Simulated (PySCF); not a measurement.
# Electron correlation in Nb (niobium, neutral)

[Kr] 4d5, high-spin 6S determinant (an excited configuration). Calculation: PySCF 2.14, in x2c-TZVPPall with one added diffuse shell each of s, p, d, f type (9s7p7d3f1g, 95 functions); scalar relativity by spin-free X2C-1e. Frozen: [Ar] 3d10; 13 electrons correlated.

```tsv
level	correlation energy (mhartree)
CCSD	-329.60
(T)	-10.82
CCSD(T)	-340.42
```

Diagnostics: T1 = 0.0076, D1 = 0.0150, largest double amplitude 0.023.

Cost of the coupled-cluster step: roughly 50 core-seconds, for 13 correlated electrons.

Iterations:

```
CC2 = 0
CCSD nocc = (np.int64(9), np.int64(4)), nmo = (81, 81)
frozen orbitals [[0, 1, 2, 3, 4, 5, 6, 7, 8, 9, 10, 11, 12, 13], [0, 1, 2, 3, 4, 5, 6, 7, 8, 9, 10, 11, 12, 13]]
max_cycle = 100
direct = 0
conv_tol = 1e-08
conv_tol_normt = 1e-06
diis_space = 8
diis_start_cycle = 0
Init t2, MP2 energy = -0.325439626378521
Init E_corr(UCCSD) = -0.325439626384482
cycle = 1  E_corr(UCCSD) = -0.324595742934846  dE = 0.00084388345  norm(t1,t2) = 0.0457802
cycle = 2  E_corr(UCCSD) = -0.328947087737946  dE = -0.0043513448  norm(t1,t2) = 0.0138676
cycle = 3  E_corr(UCCSD) = -0.329207825537389  dE = -0.000260737799  norm(t1,t2) = 0.00793944
cycle = 4  E_corr(UCCSD) = -0.329644909088254  dE = -0.000437083551  norm(t1,t2) = 0.00324364
cycle = 5  E_corr(UCCSD) = -0.329631131094516  dE = 1.37779937e-05  norm(t1,t2) = 0.000830773
cycle = 6  E_corr(UCCSD) = -0.32959672922112  dE = 3.44018734e-05  norm(t1,t2) = 0.000276842
cycle = 7  E_corr(UCCSD) = -0.329593483363224  dE = 3.2458579e-06  norm(t1,t2) = 8.81282e-05
cycle = 8  E_corr(UCCSD) = -0.329595827071436  dE = -2.34370821e-06  norm(t1,t2) = 3.60921e-05
cycle = 9  E_corr(UCCSD) = -0.329596153908104  dE = -3.26836668e-07  norm(t1,t2) = 9.51418e-06
cycle = 10  E_corr(UCCSD) = -0.329595855898807  dE = 2.98009297e-07  norm(t1,t2) = 2.57596e-06
cycle = 11  E_corr(UCCSD) = -0.329595824378227  dE = 3.15205801e-08  norm(t1,t2) = 6.7879e-07
cycle = 12  E_corr(UCCSD) = -0.329595825170515  dE = -7.92287458e-10  norm(t1,t2) = 1.41811e-07
UCCSD converged
E(UCCSD) = -3817.503714030237  E_corr = -0.3295958251705146
UCCSD(T) correction = -0.0108245869997466
```

This basis was not built for core-valence correlation, so the inner-shell part is incomplete.
